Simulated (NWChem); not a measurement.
# C2H7GeN; SMILES C=[CH][GeH2][NH2]

```xyz
11

Ge     0.3646     0.4053    -0.0041
N     -0.9163     1.7559     0.1361
C     -0.3094    -1.3655    -0.4997
C     -0.2609    -2.4163     0.3261
H      1.3706     0.9136    -1.0673
H      1.0307     0.2765     1.3881
H     -1.6654     1.5078     0.7793
H     -1.3435     1.9733    -0.7619
H     -0.7497    -1.4974    -1.4896
H      0.1676    -2.3451     1.3250
H     -0.6399    -3.3991     0.0461
```
Atoms are numbered in this order, from 1.

All runs: NWChem. All runs use the structure optimised with B3LYP/6-31G* (spherical d). Vertical excitations in the gas phase.

Q: Estimate the computed values for B3LYP/def2-SVP, TDA. Quantities: lowest excitation, singlet (eV); oscillator strength of that lowest state; orbital gap (eV).

A: 
```yaml
lowest excitation, singlet (eV): 5.39
oscillator_strength_of_that_lowest_state: 0.038
orbital gap (eV): 6.24
```
